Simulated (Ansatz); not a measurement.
System: sum formula SnOF2, net charge 0, singlet state. 
Coordinates optimised at B3LYP-D3(BJ)/def2-TZVP (Ansatz, a quantum-chemistry and plane-wave program):
SMILES: [O]=[Sn]([F])[F]
```xyz
4

Sn     0.0974    -0.0317    -0.0239
O      1.7879    -0.5810    -0.4380
F     -0.9473    -0.2670     1.5556
F     -1.1831     0.9594    -1.0337
```
Charge 0, spin multiplicity 1.

Property: vertical triplet-singlet gap (E(triplet) - E(singlet); each state is the SCF solution reached for its spin), in kcal/mol. Cores are frozen in the correlated levels unless marked. UHF or UKS for open shells. No spin-orbit coupling. Frozen are the shells of the preceding noble gas and the d and f shells that filled before the atom's block. In def2 rows, elements after Kr have scalar-relativistic effective core potentials. 

| level | program | vertical triplet-singlet gap (kcal/mol) |
|---|---|---|
| HF/def2-QZVPPD | Ansatz | 27.2 |
| RI-HF/def2-TZVPPD | Ansatz | 26.9 |
| r2SCAN/def2-TZVPD | Ansatz | 54.1 |
| B3LYP/def2-TZVPD | Ansatz | 53.2 |
| BHLYP/def2-TZVPD | Ansatz | 44.6 |
| CAM-B3LYP/def2-TZVPD | Ansatz | 51.7 |
| wB97M-V/def2-TZVPD | Ansatz | 55.1 |
| wB97X-V/def2-TZVPD | Ansatz | 55.2 |
| B2PLYP/def2-TZVPD | Ansatz | 61.7 |
| MP2/def2-SVPD | Ansatz | 75.8 |
| RI-MP2/def2-TZVPPD | Ansatz | 75.2 |
| RI-MP2/def2-QZVPPD | Ansatz | 76.2 |
| SCS-MP2/def2-SVPD | Ansatz | 73.4 |
| CCSD/def2-SVPD | Ansatz | 62.7 |
